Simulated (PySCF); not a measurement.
Geometry:
```json
{"atom": "Os1", "x (Å)": "0.000", "y (Å)": "0.000", "z (Å)": "0.137"}
{"atom": "N2", "x (Å)": "0.001", "y (Å)": "-0.008", "z (Å)": "1.750"}
{"atom": "Cl3", "x (Å)": "2.263", "y (Å)": "0.007", "z (Å)": "-0.474"}
{"atom": "Cl4", "x (Å)": "-0.006", "y (Å)": "2.265", "z (Å)": "-0.463"}
{"atom": "Cl5", "x (Å)": "-2.264", "y (Å)": "-0.004", "z (Å)": "-0.469"}
{"atom": "Cl6", "x (Å)": "0.005", "y (Å)": "-2.261", "z (Å)": "-0.480"}
```

Total charge -1.

Geometry: PBE0-D3(BJ)/def2-SVP; GIAO absolute shieldings from PySCF 2.14.0 with density-fitted response routines, gas phase, scalar relativity only through the core potential, averaged over equivalent atoms.

At B3LYP/pcSseg-1 (def2-TZVP on Os) (153 basis functions, 11 s wall time on 1 thread of an x86-64 server CPU, shared host):
| atoms | σ (ppm) |
| --- | --- |
| N2 | -556.5 |
| Cl3/Cl4/Cl5/Cl6 | 948.1 |

**Question.** Estimate the result of repeating the calculation with PBE0/pcSseg-1 (def2-TZVP on Os).

**Answer.** 
```tsv
atoms	σ at PBE0/pcSseg-1 (def2-TZVP on Os)	change
N2	-563.7	-7.2
Cl3/Cl4/Cl5/Cl6	974.7	+26.6
```

The largest change is at Cl3/Cl4/Cl5/Cl6 (chlorine bonded to Os). Cost: 153 basis functions, 14 s wall time on 1 thread of an x86-64 server CPU, shared host.

Os is described by an effective core potential, so it has no shielding of its own here; spin–orbit effects on the atoms bonded to it, which can be large, are absent, and the values of these neighbours are rough.
